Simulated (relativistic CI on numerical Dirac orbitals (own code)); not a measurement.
Charge states of dysprosium

Computed by Dirac-Coulomb-Breit CI, separate exchange-only KLI orbitals for each configuration, model QED (radiative potential, 1s self-energy scaled to tabulated hydrogen-like ionisation energies), valence Slater integrals scaled by 0.9 (own radial code, finite nucleus).

Each species is treated in one configuration, given outside its closed core. Radial values are for the open shell of highest l, unscaled and averaged over j; ζ includes the Breit term. Labels give the leading LS character, summed over repeated terms.

```csv
Ion,Configuration,Its lowest level,LS weight (%),g_J,g√(J(J+1)),ζ (cm⁻¹),⟨r⟩ (bohr),⟨r²⟩ (bohr²)
Dy,4f¹⁰6s²,⁵I8,94,1.242,10.53,1831,0.8736,1.064
Dy+,4f¹⁰6s,⁶I17/2,94,1.287,11.56,1818,0.868,1.034
Dy2+,4f¹⁰,⁵I8,94,1.242,10.54,1801,0.8589,0.9919
Dy3+,4f⁹,⁶H°15/2,94,1.324,10.57,1909,0.8025,0.8321
Dy4+,4f⁸,⁷F6,95,1.491,9.66,2030,0.7603,0.7284
Dy10+,4d¹⁰4f⁸5s²,⁷F6,96,1.492,9.67,2055,0.7009,0.594
Dy11+,4d¹⁰4f⁷5s²,⁸S°7/2,97,1.991,7.90,2204,0.6776,0.5507
Dy12+,4d¹⁰4f⁶5s²,⁷F0,89,,0.00,2359,0.6566,0.5136
Dy13+,4d¹⁰4f⁶5s,⁸F1/2,93,3.951,3.42,2405,0.6485,0.4989
Dy14+,4d¹⁰4f⁴5s²,⁵I4,94,0.610,2.73,2681,0.6204,0.4533
Dy15+,4d¹⁰4f⁵,⁶H°5/2,92,0.307,0.91,2614,0.6227,0.4554
Dy16+,4d¹⁰4f⁴,⁵I4,94,0.610,2.73,2779,0.6069,0.4307
Dy17+,4d¹⁰4f³,?,?,?,?,?,?,?
Dy18+,4d¹⁰4f²,³H4,93,0.814,3.64,3123,0.5787,0.3888
Dy19+,4d¹⁰4f,²F°5/2,100,0.855,2.53,3301,0.5661,0.3707
Dy20+,4d¹⁰,¹S0,100,,0.00,,,
Dy21+,4d⁹,²D5/2,100,1.198,3.54,26500,0.545,0.3399
Dy22+,4d⁸,³F4,92,1.228,5.49,27170,0.5393,0.3326
Dy23+,4d⁷,⁴F9/2,71,1.260,6.27,27850,0.5337,0.3256
Dy24+,4d⁶,⁵D4,52,1.339,5.99,28540,0.5282,0.3189
Dy25+,4d⁵,J = 5/2 (mixed),38,1.594,4.71,29230,0.5229,0.3124
Dy26+,4d⁴,³P0,53,,0.00,29930,0.5177,0.3062
Dy27+,4d³,⁴F3/2,60,0.623,1.21,30650,0.5127,0.3002
Dy28+,4d²,³F2,80,0.741,1.82,31370,0.5077,0.2944
```

Question: Fill in the row of Dy17+.

Answer: Its lowest level ⁴I°9/2; LS weight (%) 92; g_J 0.739; g√(J(J+1)) 3.68; ζ (cm⁻¹) 2949; ⟨r⟩ (bohr) 0.5923; ⟨r²⟩ (bohr²) 0.4087.

At low charge ζ of a weakly bound d or f electron comes out too small.
